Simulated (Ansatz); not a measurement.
System: P₂O₂ (charge 0, singlet). SMILES: p12op2o1
Geometry from a B3LYP-D3(BJ)/def2-TZVP (Ansatz, an electronic-structure program) optimisation:
```xyz
4

P      1.2378    -0.0144    -0.0122
P     -1.2378     0.0144     0.0122
O      0.0129     1.1058     0.0045
O     -0.0129    -1.1058    -0.0045
```
Charge 0, spin multiplicity 1.

Computed values are from Ansatz. Cores are frozen in the correlated levels unless marked. Open shells are spin-unrestricted. Spin-orbit coupling is left out. Non-relativistic. CBS(X,Y): correlation extrapolated as X^-3; Hartree-Fock from the larger set.

| Property | Result |
|---|---|
| atomisation energy De | 1401.1 kJ/mol at CCSD(T)/CBS(cc-pV(T+d)Z,cc-pV(Q+d)Z) |
| total energy | -832.2042 Eh at CCSD(T)/CBS(cc-pV(T+d)Z,cc-pV(Q+d)Z) |
| dipole moment | 0.00 D at CCSD(T)/aug-cc-pV(D+d)Z |
| T1 diagnostic | 0.015 at CCSD/cc-pV(Q+d)Z |

The Hartree-Fock reference is unstable (checked in the largest basis), which strains HF and MP2.
